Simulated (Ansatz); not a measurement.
A run for Ansatz (an electronic-structure program): R-CCSD(T)/aug-cc-pV(T+d)Z on H3N2P (a complex), monomers drawn apart or pushed together. Files ending in .json are basis or fitting sets from the Basis Set Exchange.

Ansatz 0.2 input:
```yaml
crystal:
  periodic: [false, false, false]
  atoms:
    - {symbol: N, position_ang: [0.64685212, -0.21103397, -0.51132429]}
    - {symbol: N, position_ang: [-0.33486306, 0.26386645, -0.48760990]}
    - {symbol: P, position_ang: [0.03529882, 0.10130624, 3.21901464]}
    - {symbol: H, position_ang: [1.13042184, 0.62612985, 2.48569768]}
    - {symbol: H, position_ang: [0.02691357, -1.11732892, 2.49282421]}
    - {symbol: H, position_ang: [-0.92829510, 0.70768159, 2.37279648]}
basis:
  gaussian:
    orbitals: aug-cc-pV_T+d_Z.json
magnetization: {spin_polarized: false}
correlation: {method: ccsd_t, electrons: outside_noble_gas}
scf: {lower_state_search: off}
```

The head of its log:

```
WARN ansatz: RAYON_NUM_THREADS=2 ignored (pool sized by the plan → 2); use --threads N
Functional definition: HF
these checks for a lower state are left out or cut short: stability, starts, cluster_reference, orbital_swaps, neighbouring_geometries, increment
integrals: 1.04 GiB planned
1235 factors; integrals over basis functions are off by at most 9.1e-4 eV
mean field: 0.62 GiB planned
mean field evaluation 1: about -12284.2517 eV, gradient 1.5e1 eV
mean field evaluation 2: about -12284.2659 eV, gradient 1.5e1 eV
mean field evaluation 4: about -12285.2251 eV, gradient 1.2e0 eV
mean field evaluation 8: about -12285.2353 eV, gradient 2.4e-5 eV
mean field -12285.23526405 eV, -451.4740687223 hartree, gradient 3.2e-6 eV, S^2 0.000000; 0 other end points of the search recorded, 0 dependent functions left out
7 core orbitals not correlated
reference -12285.23526405 eV, -451.4740687223 hartree; 9, 9 occupied and 200, 200 virtual orbitals, 1235 factors
```

**Question.** Predict the final total energy.

**Answer.** -452.0799 hartree (reference determinant -451.4741, T1 diagnostic 0.013).
